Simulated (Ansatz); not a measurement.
phenacyltetrahydrothiophenium, `O=C(C[S+]1CCCC1)c1ccccc1`. The state is a singlet with charge 1. Geometry PBE-D4/def2-SVP; atoms count from 1.

```xyz
29

O    -1.152   -1.036   -1.193
C    -1.050   -0.317   -0.196
C     0.252   -0.455    0.613
S     1.125   -1.872   -0.150
C     2.780   -1.771    0.690
C     3.643   -0.851   -0.175
C     3.297   -1.189   -1.630
C     1.772   -1.180   -1.752
C    -2.070    0.643    0.249
C    -3.266    0.734   -0.505
C    -4.265    1.631   -0.121
C    -4.081    2.446    1.012
C    -2.896    2.364    1.765
C    -1.893    1.465    1.388
H     0.075   -0.729    1.674
H     0.890    0.453    0.580
H     2.625   -1.448    1.737
H     3.146   -2.817    0.697
H     3.420    0.214    0.046
H     4.716   -1.009    0.051
H     3.697   -2.189   -1.898
H     3.732   -0.465   -2.348
H     1.340   -0.165   -1.843
H     1.348   -1.812   -2.553
H    -3.385    0.086   -1.385
H    -5.196    1.700   -0.703
H    -4.870    3.151    1.313
H    -2.759    3.003    2.649
H    -0.972    1.412    1.989
```

Estimate the Mulliken populations from the PBE0/def2-TZVP orbitals of Ansatz.


```tsv
atom	charge (e)
O1	-0.32
C2	0.22
C3	-0.29
S4	0.33
C5	-0.23
C6	-0.25
C7	-0.22
C8	-0.25
C9	0.10
C10	-0.16
C11	-0.10
C12	-0.08
C13	-0.13
C14	-0.19
H15	0.20
H16	0.19
H17	0.18
H18	0.19
H19	0.15
H20	0.18
H21	0.16
H22	0.17
H23	0.18
H24	0.21
H25	0.17
H26	0.16
H27	0.16
H28	0.15
H29	0.13
```
Mulliken values depend strongly on the basis.

And the Mayer bond orders between heavy atoms (over 0.3)?

O1–C2 1.91 (1.23 Å); C2–C3 0.99 (1.54 Å); C2–C9 1.05 (1.47 Å); C3–S4 0.98 (1.83 Å); S4–C5 0.92 (1.86 Å); S4–C8 0.93 (1.86 Å); C5–C6 1.00 (1.53 Å); C6–C7 0.97 (1.53 Å); C7–C8 1.01 (1.53 Å); C9–C10 1.35 (1.42 Å); C9–C14 1.29 (1.42 Å); C10–C11 1.46 (1.40 Å); C11–C12 1.39 (1.41 Å); C12–C13 1.42 (1.41 Å); C13–C14 1.49 (1.40 Å).
